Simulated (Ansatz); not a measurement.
Harmonic frequencies (cm⁻¹) at PBE0-D4/def2-TZVP from Ansatz: 252, 536, 603, 823, 2069, 2116.

Task: Which molecule is it?
A. `[NH][SiH2]O`•
B. `[GeH2][I]`•
C. `F[SiH2]`•
D. `[AsH2]`•

Result: B.
